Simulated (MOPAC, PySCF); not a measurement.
Isomers of CH10Si3. Isolated molecules, 0 K electronic values unless said otherwise. One relaxed conformer stands for each flexible species; it need not be the lowest. Strings in code marks are SMILES.

Quantity: electronic energy of isomers of CH10Si3 relative to `C[SiH2][SiH2][SiH3]` (C–Si–Si–Si torsion 59°), in eV. Semi-empirical values (MOPAC) are differences of heats of formation.

Level 1: B3LYP-D3(BJ)/def2-TZVP (PySCF)
Level 2: HF/6-31G* // B3LYP-D3(BJ)/def2-TZVP (PySCF)
Level 3: PM3 // B3LYP-D3(BJ)/def2-TZVP (MOPAC)
Level 4: PM7 // B3LYP-D3(BJ)/def2-TZVP (MOPAC)

| species | level 2 | level 3 | level 4 |
|---|---|---|---|
| `C[SiH]([SiH3])[SiH3]` | 0.040 | -0.007 | 0.007 |
| `[SiH3]C([SiH3])[SiH3]` | -0.002 | -0.160 | -0.246 |
| `[SiH3]C[SiH2][SiH3]` (Si–C–Si–Si torsion 56°) | 0.068 | 0.047 | -0.058 |

Task: What does level 1 give for each, and how far do the other levels lie from it on average?

Result: 
- `C[SiH]([SiH3])[SiH3]`: 0.024
- `[SiH3]C([SiH3])[SiH3]`: 0.013
- `[SiH3]C[SiH2][SiH3]` (Si–C–Si–Si torsion 56°): 0.080
Mean absolute difference from level 1, which has limits of its own, over these rows (drawn at random from the members that have all these levels): level 2 0.014 eV, level 3 0.079 eV, level 4 0.138 eV.
